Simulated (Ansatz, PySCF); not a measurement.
Process, species as SMILES: CO[Si](F)(F)F + O (H2O) + 3 [SiH4] (SiH4) -> CO (CH4O) [methanol] + 3 F[SiH3] [fluorosilane] + O[SiH3] [hydroxysilane]
Structures are relaxed separately at B3LYP-D3(BJ)/def2-TZVP in Ansatz (a first-principles code), one conformer each, not searched for the lowest. Frequencies are from Ansatz or PySCF.

Quantity: bond separation energy (enthalpy at 298 K, with B3LYP-D3(BJ) rigid-rotor harmonic-oscillator terms), in kJ/mol. Valence correlation only, unless marked. No spin-orbit coupling. No relativistic terms. CBS(X,Y): correlation extrapolated as X^-3; Hartree-Fock from the larger set. [CCSD(T)-MP2]/basis is that difference in the basis named.

RI-MP2/CBS(cc-pV(T+d)Z,cc-pV(Q+d)Z)+[CCSD(T)-MP2]/cc-pV(T+d)Z (Ansatz) gives 97.6 kJ/mol.

Another calculation gave 86.3 kJ/mol. Which level was it?
A. M06-2X/def2-TZVPD (PySCF)
B. revPBE/def2-TZVPD (Ansatz)
C. B97M-V/def2-TZVPD (Ansatz)

B, revPBE/def2-TZVPD (Ansatz). The others give 109.2 (B97M-V), 98.4 (M06-2X) kJ/mol.
